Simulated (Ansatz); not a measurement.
Basis sets compared for the cluster AlAs₂⁻. The state is a singlet with charge -1. Geometry PBE-D4/def2-TZVPD. Ansatz on 4 threads of Arm Neoverse V1 on a shared host; times are rough, and most runs start from earlier orbitals.

```csv
atom,x (Å),y (Å),z (Å)
Al1,0.578,-1.309,0.508
As2,0.773,1.037,-0.475
As3,-1.351,0.271,-0.033
```

At PBE-D4/def2-SVPD, PBE-D4/def2-TZVPD the highest occupied level of the charge -1 singlet lies above zero (up to 0.33 eV). By energy differences its removal costs 2.28 eV (vertical, to the charge 0 doublet, at PBE0-D4/def2-TZVPD). The structure comes from a short search, and lower isomers may exist.

| level | functions | energy (Eh) | HOMO (eV) | LUMO (eV) | wall time |
| --- | --- | --- | --- | --- | --- |
| PBE-D4/def2-SVPD | 100 | -4712.8386 | 0.33 | 1.07 | 0.85 s |
| PBE0-D4/def2-SVPD | 100 | -4712.9816 | -0.54 | 1.76 | 1.3 s |

Q: Estimate the rows for PBE-D4/def2-TZVPD, PBE0-D4/def2-TZVPD.

A: 
```
             level  functions  energy (Eh)  HOMO (eV)  LUMO (eV)  wall time
 PBE-D4/def2-TZVPD        151   -4713.4753       0.23       0.96      1.4 s
PBE0-D4/def2-TZVPD        151   -4713.6165      -0.62       1.66      2.3 s
```
